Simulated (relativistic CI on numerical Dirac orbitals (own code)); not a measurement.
Method of calculation: Dirac-Coulomb-Breit CI, KLI orbitals optimised for each configuration, QED by a radiative potential, unscaled Slater integrals (own radial code, finite nucleus).

Configuration list (outside the closed core [Ar] 3d10): 4s²4p³, 4s4p⁴, 4s²4p²4d, 4p⁵, 4s4p³4d, 4s²4p²4f, 4s4p³4f, 4p⁴4d, 4s4p²4d², 4s²4p4d4f, 4p⁴4f, 4s²4p²5s, 4p⁴5s, 4s²4p²5p, 4p³4d4f, 4s4p²4d5s, 4s4p²4f², 4s4p³5s, 4s²4p²5d, 4s²4p4f5s, 4s4p³5p, 4s²4p²5f, 4s²4p²5g, 4s4p³5d, 4s²4p²6s, 4p³4f5s, 4s²4p²6p, 4s²4p4d², 4s²4d³, 4s4p4d³, 4s²4d²4f, 4s4p4d²4f, 4s²4d²5s, 4p³4d², 4p²4d³, 4p²4d²4f, 4p²4d²5s, 4s²4p4f², 4s²4d4f², 4s4p4d4f², 4s²4f³, 4s4p4f³, 4s²4f²5s, 4p³4f², 4p²4d4f², 4p²4f³, 4p²4f²5s, 4s4p²4d4f, 4s4p4d4f5s, 4s²4p4d5s, 4s4p4d²5s, 4s²4d4f5s, 4s²4d5s², 4p³4d5s, 4p²4d4f5s, 4p²4d5s², 4s4p²4f5s, 4s4p4f²5s, 4s4p4f5s², 4s²4p5s², 4s4p4d5s², 4s²4f5s². Double excitations out of closed p, d and f shells are left out; levels of such configurations are missing from the list, as are those of other unlisted configurations, and high levels can miss mixing partners. These lack a partner that the ground configuration has and come out too high: 4s²4p²5p, 4s²4p²5d, 4s4p³5p, 4s²4p²5f, 4s²4p²5g.

At this charge energies of transitions that change n are usually good to better than 1 %, and those within a shell (Δn = 0) to a few per cent.

Outline of the computed level scheme of La XXV. Lowest level of each configuration: 4s²4p³ ²P°3/2 at 0.000 eV; 4s4p⁴ ⁴P5/2 at 74.906 eV; 4s²4p²4d ⁴D5/2 at 103.510 eV; 4p⁵ ²P°3/2 at 165.141 eV; 4s4p³4d ⁶D°1/2 at 166.975 eV.

Some strong electric-dipole decays among the lowest 45 levels: 4s²4p²4d ²F7/2 → 4s²4p³ ²D°5/2 (5.7e+11 s⁻¹); 4s²4p²4d ²D5/2 → 4s²4p³ ²P°3/2 (4.8e+11 s⁻¹); 4s²4p²4d ²S1/2 → 4s²4p³ ²P°3/2 (3.5e+11 s⁻¹); 4s²4p²4d ²D3/2 → 4s²4p³ ²D°3/2 (3.5e+11 s⁻¹); 4s²4p²4d ²D3/2 → 4s²4p³ ²P°1/2 (3.5e+11 s⁻¹); 4s²4p²4d ⁴P5/2 → 4s²4p³ ²P°3/2 (3.4e+11 s⁻¹); 4s²4p²4d ²P1/2 → 4s²4p³ ²P°1/2 (3.3e+11 s⁻¹); 4s²4p²4d ²P1/2 → 4s²4p³ ²D°3/2 (3.0e+11 s⁻¹).

LS names give the leading component of a level, which can be under half, so a name can repeat, a term be missing and a line seem to break the LS rules.
